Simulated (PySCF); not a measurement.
Gas-phase reaction: Sn₂O₂ + 2 Br₂ → 2 SnBr₂ + 2 O

Computed with PySCF and rigid-rotor harmonic-oscillator thermochemistry at 1 bar. † marks an energy on the PBE0/def2-TZVP geometry and frequencies; other levels use their own. MP2 freezes the core. Open shells (unrestricted): O (multiplicity 3, electronic degeneracy 9); the rest are closed-shell singlets. Spin-orbit splitting is ignored; it lowers the true energy and changes the entropy of O. B3LYP is the form with VWN-RPA correlation. Sn: scalar-relativistic def2 core potential, no spin-orbit coupling. Br: all electrons, no relativistic terms. Sn₂O₂: computed as isolated molecules; such fragments, hydroxides, amides, oligomers or adducts are transient or little studied in the gas. MP2 isn't extrapolated to the basis-set limit; its ΔH°(298 K) is 357.2 kJ in def2-SVP and 472.3 kJ in def2-TZVPP. The harmonic model lacks anharmonicity and excited electronic states, which grow with temperature; levels with a mode under 35 cm⁻¹ are left out. Soft modes under 120 cm⁻¹ make the harmonic entropy rough for SnBr₂.

| level | ΔE electronic, kJ | ΔH°(298 K), kJ | ΔS°(298 K), J/K | ΔG°(1000 K), kJ |
|---|---|---|---|---|
| B3LYP/def2-TZVP† | 411 | 405 | 178 | 223 |
| M06-2X/def2-TZVP† | 424 | 419 | 178 | 237 |
| MP2/def2-SVP† | 363 | 357 | 178 | 175 |
| PBE0/def2-QZVP† | 410 | 404 | 178 | 222 |
| PBE0/def2-TZVP | 395 | 390 | 178 | 208 |
| r2SCAN/def2-TZVP† | 420 | 415 | 178 | 233 |
| ωB97X-V/def2-TZVP† | 432 | 427 | 178 | 245 |
ΔH° is lowest at MP2/def2-SVP† and highest at ωB97X-V/def2-TZVP†. No reference value is set beside these.
